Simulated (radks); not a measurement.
Values are calculated unless marked as measured or tabulated.
Coulomb parameter of the 5d shell of the osmium ion Os2+ in the model configuration [Xe] 4f14 5d5 6s1, as a second difference U = [E(n + 1) + E(n - 1) - 2 E(n)] / (1)^2 with all orbitals relaxed. "Bare": the charge of the atom changes with n. "Screened": the 6s shell takes up the change at fixed total charge, which measures U(5d,5d) + U(6s,6s) - 2 U(5d,6s). Code: a radial shooting solver on a logarithmic mesh with Libxc functionals. Model: scalar-relativistic Kohn-Sham, LDA (Slater exchange, Perdew-Wang correlation), spin-unpolarised, spherical densities, finite nucleus; Fermi nuclear charge, rms radius 5.4126 fm.

case             configuration  E - E(n) (eV)
start        [Xe] 4f14 5d5 6s1          0.000
bare +1      [Xe] 4f14 5d6 6s1        -19.844
bare -1      [Xe] 4f14 5d4 6s1         31.621
screened +1      [Xe] 4f14 5d6         -2.574
screened -1  [Xe] 4f14 5d4 6s2          3.679

U(bare) = 11.777 eV, U(screened by 6s) = 1.105 eV, against the Slater integral F0(5d,5d) = 14.895 eV with frozen orbitals.
